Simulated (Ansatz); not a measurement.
Isolated molecules relaxed with PBE0-D4/def2-TZVP in Ansatz; ΔE leaves out vibrations. CCSD(T)/CBS is the MP2 limit (def2-TZVPP, def2-QZVPP) plus CCSD(T) − MP2 in def2-TZVPP, frozen cores. This one scheme is used for every species. Elements past krypton have def2 core potentials. For Ta outer-core shells are correlated without core-valence functions, which leaves a few kJ/mol of doubt a bond. One conformer a species, not always the lowest.

Consider the ligand exchange at a Ta–F bond: `[NH2][Ta]([OH])([F])=[S]` + HCl → `[NH2][Ta]([OH])(=[S])[Cl]` + H–F.

| species | CCSD(T)/CBS(def2) energy (Eh) |
| --- | --- |
| `[NH2][Ta]([OH])([F])=[S]` | -686.36237 |
| HCl | -460.38127 |
| `[NH2][Ta]([OH])(=[S])[Cl]` | -1046.34802 |
| H–F | -100.39570 |

Problem. Work out ΔE.

Solution. ΔE = (-1046.34802) + (-100.39570) − (-686.36237) − (-460.38127) = -0.00008 Eh = -0.2 kJ/mol.

Problem. What do rigid-rotor, harmonic-oscillator terms from PBE0-D4/def2-TZVP frequencies (298.15 K, 1 bar) make of the CCSD(T)/CBS value? (An estimate is asked.)

Solution. The calculation gave: ΔZPE = +4.8 kJ/mol, ΔH = +5.5 kJ/mol, ΔS = -2 J/(mol·K), ΔG = +6.0 kJ/mol.

Largest T1 diagnostic among the species: 0.020, so the coupled-cluster value is less sure than usual.

At CCSD(T), def2-SVP lies +16.0 kJ/mol from the extrapolated value and def2-TZVPP +3.9 kJ/mol. Leaving LDA and LC-ωPBE aside and taking each functional with its dispersion term where it has one, the values, not all of them listed here, spread over 19.8 kJ/mol, from PBE-QIDH to CAM-B3LYP-D4. LDA lies −3.7 kJ/mol from PBE without D4.
